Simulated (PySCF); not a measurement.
PySCF input file for FH6NOSi2, SMILES [Si@@H](O)(F)N[SiH3], PBE0-D3(BJ)/def2-SVP. Geometry optimised at PBE0-D3(BJ)/def2-SVP. The structure was generated by enumeration; whether it is a known compound was not checked. The values are those of a single conformer.

```python
import numpy as np
from pyscf import gto, scf, dft, df
from pyscf.hessian import thermo

mol = gto.M(
    atom='''
    O    -1.85408253   -0.70038358    1.13807118
    Si   -0.40763157    0.02788140    0.82293260
    F    -0.67468321    1.56532675    1.24691561
    N     0.01431000   -0.11985387   -0.83621258
    Si    1.59349379   -0.34281461   -1.54992692
    H    -1.96820859   -1.59384292    0.80372112
    H     0.72652504   -0.46833173    1.63372669
    H    -0.73937686    0.08420600   -1.49059909
    H     1.56728402   -1.45576959   -2.54796718
    H     2.08446582    0.88328125   -2.25088600
    H     2.53187864   -0.68637311   -0.44339685
    ''',
    basis='def2-SVP',
    charge=0,
    spin=0,
    max_memory=1600,
    verbose=3,
)
mf = dft.RKS(mol, xc='pbe0').density_fit(auxbasis='def2-universal-jkfit')
mf.disp = 'd3bj'
mf.grids.level = 3
mf.conv_tol = 1e-11
mf.max_cycle = 100
mf.kernel()

# [left out here: the lines that compute and print the analytic Hessian (its translational invariance restored by hand, since the grid's response is missing), thermochemistry and intensities]
```

Log of the run:

```
[...]
Mode                                 6                   7                   8
Irrep
Freq [cm^-1]                      374.0802            467.1797            616.4399
Reduced mass [au]                   7.9906              1.2863              1.6864
Force const [Dyne/A]                0.6588              0.1654              0.3776
Char temp [K]                     538.2181            672.1676            886.9198
Normal mode                   x     y     z       x     y     z       x     y     z
       0   O                 0.03  0.11 -0.05    0.01 -0.01 -0.03   -0.03 -0.01  0.00
       1  Si                 0.10 -0.04  0.01   -0.01  0.02 -0.00    0.01 -0.01  0.07
       2   F                -0.08 -0.06 -0.03   -0.00  0.03  0.03   -0.01  0.03  0.00
       3   N                -0.03 -0.00 -0.00   -0.02 -0.11 -0.00   -0.06  0.00 -0.06
       4  Si                -0.05  0.01  0.03    0.00 -0.01 -0.01    0.03 -0.00 -0.06
       5   H                -0.09  0.11 -0.00    0.21 -0.08  0.10    0.04 -0.02 -0.01
       6   H                 0.11 -0.02  0.00   -0.01 -0.02 -0.02   -0.04 -0.01  0.14
       7   H                -0.05  0.13  0.07    0.18  0.75  0.02   -0.16  0.01  0.06
       8   H                 0.03 -0.00  0.04    0.21  0.03 -0.06    0.39 -0.08  0.02
       9   H                -0.02  0.01  0.06   -0.21  0.11  0.05    0.35 -0.06  0.07
      10   H                -0.10  0.02  0.08    0.04  0.05 -0.02   -0.37  0.05  0.30
Mode                                 9                  10                  11
Irrep
Freq [cm^-1]                      721.7164            761.6300            789.0364
Reduced mass [au]                   1.2315              1.4000              1.7076
Force const [Dyne/A]                0.3779              0.4785              0.6264
Char temp [K]                    1038.3892           1095.8160           1135.2477
Normal mode                   x     y     z       x     y     z       x     y     z
       0   O                -0.00  0.01  0.00   -0.07  0.02  0.03   -0.01 -0.03 -0.04
       1  Si                -0.00 -0.00 -0.00    0.02 -0.00  0.03    0.01 -0.02  0.05
       2   F                -0.00 -0.00  0.00   -0.01 -0.02 -0.02   -0.00  0.05  0.00
       3   N                -0.02 -0.08 -0.00   -0.07  0.03 -0.03   -0.10  0.01 -0.06
       4  Si                 0.01  0.05  0.00    0.04 -0.01  0.01    0.04 -0.01  0.01
       5   H                 0.08 -0.00 -0.02    0.65  0.02 -0.27   -0.45 -0.05  0.20
       6   H                 0.01 -0.02 -0.02    0.15 -0.14 -0.22    0.25  0.24 -0.11
       7   H                 0.05  0.19  0.00   -0.05 -0.08 -0.09   -0.05  0.05 -0.11
       8   H                -0.53 -0.13  0.22   -0.06  0.03 -0.04   -0.08  0.03 -0.03
       9   H                 0.48 -0.30 -0.28   -0.10  0.03 -0.02   -0.06 -0.01 -0.08
      10   H                -0.05 -0.10  0.01    0.22 -0.02 -0.16    0.31 -0.06 -0.23
Mode                                12                  13                  14
Irrep
Freq [cm^-1]                      836.6831            863.9091            899.1419
Reduced mass [au]                   1.3189              2.1602              2.0358
Force const [Dyne/A]                0.5440              0.9499              0.9697
Char temp [K]                    1203.8006           1242.9729           1293.6650
Normal mode                   x     y     z       x     y     z       x     y     z
       0   O                 0.08  0.01 -0.01   -0.08 -0.04  0.01   -0.09 -0.04  0.03
       1  Si                 0.00 -0.02  0.01    0.04 -0.03 -0.01    0.08 -0.02 -0.04
       2   F                -0.03  0.07  0.01   -0.02  0.11  0.02   -0.01  0.05  0.03
       3   N                -0.04 -0.00 -0.03    0.08 -0.02  0.01    0.01  0.00 -0.06
       4  Si                 0.01 -0.00  0.01   -0.03  0.01  0.00    0.01 -0.00  0.02
       5   H                -0.07  0.03  0.02   -0.09 -0.04 -0.00    0.05 -0.04 -0.02
       6   H                -0.38 -0.74  0.10    0.29 -0.24 -0.48   -0.24  0.18  0.52
       7   H                -0.05 -0.06 -0.04    0.11 -0.05 -0.03   -0.04  0.03  0.01
       8   H                -0.07  0.03 -0.03    0.03 -0.01  0.02   -0.23  0.03 -0.01
       9   H                -0.03  0.00 -0.01    0.03  0.00  0.04   -0.20  0.05 -0.02
      10   H                 0.13  0.02 -0.08   -0.13  0.03  0.10   -0.04 -0.00  0.04
Mode                                15                  16                  17
Irrep
Freq [cm^-1]                      929.1363            946.2339            957.8994
Reduced mass [au]                   1.0568              1.7630              1.2238
Force const [Dyne/A]                0.5375              0.9300              0.6616
Char temp [K]                    1336.8202           1361.4199           1378.2039
Normal mode                   x     y     z       x     y     z       x     y     z
       0   O                 0.01  0.01  0.00   -0.01  0.00  0.01    0.03  0.02 -0.01
       1  Si                -0.00 -0.01 -0.01    0.00  0.01  0.04   -0.03 -0.02  0.04
       2   F                -0.00  0.01  0.00    0.00 -0.01  0.00    0.00  0.00 -0.00
       3   N                 0.00  0.00  0.00    0.08 -0.02 -0.10    0.04 -0.00 -0.06
       4  Si                -0.00  0.04  0.00   -0.07  0.01  0.02   -0.00  0.00  0.03
       5   H                 0.03  0.01 -0.01    0.04 -0.00 -0.01    0.06  0.02 -0.01
       6   H                -0.02 -0.01  0.02   -0.07  0.05  0.15    0.04  0.05 -0.01
       7   H                -0.02 -0.04  0.01    0.26 -0.04 -0.32    0.18 -0.05 -0.23
       8   H                 0.31 -0.26  0.31    0.25 -0.04  0.06   -0.05  0.33 -0.36
       9   H                -0.25  0.00 -0.20    0.31 -0.09  0.09   -0.25 -0.18 -0.49
      10   H                -0.10 -0.74 -0.15    0.29  0.04 -0.27   -0.29 -0.07  0.24
Mode                                18                  19                  20
Irrep
Freq [cm^-1]                      979.7653           1004.3436           1205.0285
Reduced mass [au]                   3.2458              1.2967              1.6369
Force const [Dyne/A]                1.8357              0.7706              1.4005
Char temp [K]                    1409.6641           1445.0268           1733.7677
Normal mode                   x     y     z       x     y     z       x     y     z
       0   O                -0.08 -0.07  0.01    0.00 -0.01 -0.01    0.01  0.00  0.00
       1  Si                 0.05  0.11  0.01   -0.01  0.04  0.05   -0.03  0.01  0.02
       2   F                 0.01 -0.08 -0.02    0.01 -0.04 -0.01    0.00 -0.01 -0.00
       3   N                -0.01 -0.01  0.00    0.03 -0.01 -0.07    0.10 -0.02 -0.13
       4  Si                 0.00  0.00  0.01    0.01  0.00 -0.02   -0.01 -0.00  0.02
       5   H                -0.26 -0.06  0.07   -0.08 -0.01  0.04    0.01  0.01 -0.01
       6   H                -0.07 -0.30 -0.07    0.02 -0.08 -0.05    0.06 -0.01 -0.10
       7   H                -0.04  0.01  0.04    0.19 -0.03 -0.26   -0.47  0.09  0.56
       8   H                 0.10  0.11 -0.11   -0.39 -0.25  0.27   -0.10  0.01  0.01
       9   H                -0.01 -0.11 -0.20   -0.29  0.30  0.31   -0.08  0.02  0.00
      10   H                -0.00 -0.08 -0.02   -0.21 -0.01  0.18    0.07 -0.01 -0.05
Mode                                21                  22                  23
Irrep
Freq [cm^-1]                     2221.7525           2229.4568           2254.5610
Reduced mass [au]                   1.0510              1.0280              1.0420
Force const [Dyne/A]                3.0567              3.0104              3.1205
Char temp [K]                    3196.6071           3207.6920           3243.8114
Normal mode                   x     y     z       x     y     z       x     y     z
       0   O                 0.00 -0.00 -0.00    0.00 -0.00 -0.00   -0.00  0.00 -0.00
       1  Si                 0.00  0.00  0.00   -0.00  0.00  0.00   -0.00  0.00 -0.00
       2   F                -0.00 -0.00 -0.00    0.00 -0.00 -0.00   -0.00  0.00 -0.00
       3   N                -0.00 -0.00 -0.00    0.00 -0.00 -0.00    0.00 -0.00 -0.00
       4  Si                 0.01  0.04  0.00    0.01 -0.00 -0.03    0.02 -0.01  0.03
       5   H                -0.00 -0.00  0.00   -0.00  0.00  0.00   -0.00 -0.00  0.00
       6   H                -0.00 -0.00 -0.00    0.02 -0.01  0.01    0.07 -0.03  0.05
       7   H                 0.00  0.00  0.00    0.00 -0.00 -0.00    0.00 -0.00 -0.00
       8   H                -0.01 -0.47 -0.43    0.02  0.56  0.49    0.00 -0.05 -0.03
       9   H                -0.24 -0.60  0.35   -0.21 -0.54  0.29    0.02  0.03 -0.00
      10   H                 0.01  0.01  0.01   -0.04  0.02 -0.06   -0.61  0.22 -0.72
Mode                                24                  25                  26
Irrep
Freq [cm^-1]                     2307.9609           3598.2537           3948.6371
Reduced mass [au]                   1.0413              1.0743              1.0671
Force const [Dyne/A]                3.2680              8.1950              9.8026
Char temp [K]                    3320.6419           5177.0860           5681.2096
Normal mode                   x     y     z       x     y     z       x     y     z
       0   O                -0.00 -0.00  0.00   -0.00  0.00  0.00   -0.01 -0.06 -0.02
       1  Si                 0.03 -0.01  0.02   -0.00  0.00  0.00    0.00 -0.00 -0.00
       2   F                 0.00 -0.00  0.00   -0.00  0.00  0.00    0.00  0.00  0.00
       3   N                -0.00  0.00  0.00   -0.05  0.01 -0.04    0.00  0.00 -0.00
       4  Si                 0.00 -0.00  0.00    0.00  0.00 -0.00   -0.00  0.00  0.00
       5   H                 0.00 -0.00  0.00    0.00 -0.00 -0.00    0.13  0.90  0.33
       6   H                -0.75  0.33 -0.54    0.00 -0.00  0.00    0.00  0.00  0.00
       7   H                -0.00 -0.00  0.00    0.71 -0.19  0.62    0.00 -0.00  0.00
       8   H                -0.00  0.01  0.01    0.00 -0.00 -0.00    0.00 -0.00 -0.00
       9   H                -0.01 -0.01  0.01    0.00  0.00 -0.00    0.00 -0.00 -0.00
      10   H                -0.06  0.02 -0.07    0.00 -0.00  0.00    0.00 -0.00 -0.00
temperature 298.1500 [K]
pressure 101325.00 [Pa]
Rotational constants [GHz] 6.27404 1.57943 1.36527
Symmetry number 1
Zero-point energy (ZPE) 0.06824 [Eh]   179172.826 [J/mol]
                           tot       elec      trans        rot        vib
Entropy [J/mol/K]       368.730      0.000    167.507    115.333     85.890
Cv [J/mol/K]            113.186      0.000     12.472     12.472     88.242
Cp [J/mol/K]            121.500      0.000     20.786     12.472     88.242
Internal energy [J/mol]                      3718.434   3718.434 192621.356
Internal energy [Eh]   -811.64699  -811.72319
Enthalpy [J/mol]                             6197.391   3718.434 192621.356
Enthalpy [Eh]          -811.64605
Gibbs free energy [J/mol]                  -43744.698 -30668.183 167013.260
Gibbs free energy [Eh] -811.68792
mode   freq/cm-1   IR/(km/mol)
   1       50.70         4.415
   2       77.29         0.389
   3      170.52         5.085
   4      197.24        85.892
   5      260.69        10.518
   6      286.07        44.238
   7      374.08        11.828
   8      467.18        84.065
   9      616.44         0.278
  10      721.72        99.714
  11      761.63       172.301
  12      789.04       156.981
  13      836.68         6.800
  14      863.91         5.036
  15      899.14       323.697
  16      929.14        44.000
  17      946.23       266.241
  18      957.90       120.732
  19      979.77       201.414
  20     1004.34        33.664
  21     1205.03       289.224
  22     2221.75       148.118
  23     2229.46       111.562
  24     2254.56        65.708
  25     2307.96       117.466
  26     3598.25        46.963
  27     3948.64       109.104
max |gradient| / (hartree/bohr): 6.803150241139442e-05
APT charges: [-0.894   1.9927 -0.6607 -1.1838  1.3076  0.3264 -0.2764  0.1995 -0.2832
 -0.2878 -0.2405]
```

The calculation finished and met its thresholds.
